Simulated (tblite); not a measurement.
Compound: C6H7F3NP.
Structure used (GFN2-xTB), in Å, numbered top down from 1:
```xyz
18
C6H7F3NP angstrom
C     -2.3785   -1.0400    0.9563
C     -1.1476   -1.5199    1.0353
P      0.3786   -0.5330    1.0791
C     -0.0804    0.8800   -0.0416
C      1.1418    1.7308   -0.4130
C      0.7129    2.9306   -1.0885
N      0.3433    3.8742   -1.6159
C      1.2407   -1.5986   -0.2315
F      2.4699   -1.1385   -0.5132
F      0.5840   -1.6662   -1.4014
F      1.3841   -2.8551    0.2062
H     -3.2354   -1.6927    0.9875
H     -2.5906    0.0114    0.8563
H     -0.9750   -2.5818    1.1729
H     -0.7851    1.4961    0.5252
H     -0.5880    0.5075   -0.9366
H      1.8195    1.1851   -1.0754
H      1.6969    2.0162    0.4866
```

Computed with GFN2-xTB (tblite): harmonic, unscaled wavenumbers at the GFN2-xTB geometry, gas phase. Against measured fundamentals such values can be off by several per cent, at times by over 20. One conformer, not necessarily the lowest.

Harmonic wavenumbers (cm⁻¹): 34.9, 48.9, 60.9, 76.1, 95.1, 151.0, 174.5, 199.8, 220.1, 277.6, 316.1, 357.8, 387.3, 420.8, 468.5, 472.5, 511.2, 569.8, 664.5, 705.8, 752.3, 763.4, 901.7, 926.3, 979.5, 997.1, 1005.0, 1040.5, 1052.3, 1058.3, 1083.4, 1093.3, 1193.6, 1221.3, 1245.1, 1300.5, 1396.0, 1421.0, 1435.1, 1654.0, 2415.4, 2941.9, 2951.6, 2952.6, 2974.4, 3023.3, 3098.8, 3122.2.

A = 1288, B = 639.3, C = 493.3 MHz; mass 181.027 u (most abundant isotopes); point group C1, symmetry number 1.

Question: What is the zero-point energy?

Answer: Half the sum of the wavenumbers: 26107 cm⁻¹ = 74.64 kcal/mol.

Question: What is S at 350 K and 1 bar for an ideal gas of classical rigid rotors and harmonic oscillators?

Answer: Translation 42.31, rotation 31.53, vibration 48.75: S = 122.6 cal/(mol K).

Question: And Cp and H(350 K) − H(0)?

Answer: Cp = 50.92 cal/(mol K), of which vibrations give 42.97 (their classical limit is 48 R = 95.4); H(350 K) − H(0) = 11.12 kcal/mol without the zero-point energy, 8.34 from vibrations.

Question: Which modes carry the vibrational entropy at 350 K?

Answer: 34.9 cm⁻¹: 5.85; 48.9 cm⁻¹: 5.18; 60.9 cm⁻¹: 4.74; 76.1 cm⁻¹: 4.30; 95.1 cm⁻¹: 3.87; 151.0 cm⁻¹: 2.97 cal/(mol K); the other 42 give 21.84 together.

Question: How do the functions run with temperature in this model?

Answer: 
```tsv
T (K)	S (cal/(mol K))	Cp (cal/(mol K))	H − H(0) (kcal/mol)	G − H(0) (kcal/mol)	ln q(vib)
50	64.6	16.7	0.60	-2.63	1.14
100	78.4	23.8	1.62	-6.23	3.20
298.15	114.8	45.9	8.61	-25.63	10.74
373.15	125.9	53.0	12.32	-34.66	13.33
500	142.8	62.7	19.69	-51.73	17.48
750	170.9	75.3	37.07	-91.07	24.90
1000	193.7	83.1	56.93	-136.73	31.45
```

q(vib) and H(0) count from the zero-point level.

Hindered rotation and anharmonicity are outside this model. Other conformers, if any are populated, would add a mixing term that is left out. The structure is chiral; the term R ln 2 for an equal mix with its mirror image is left out.
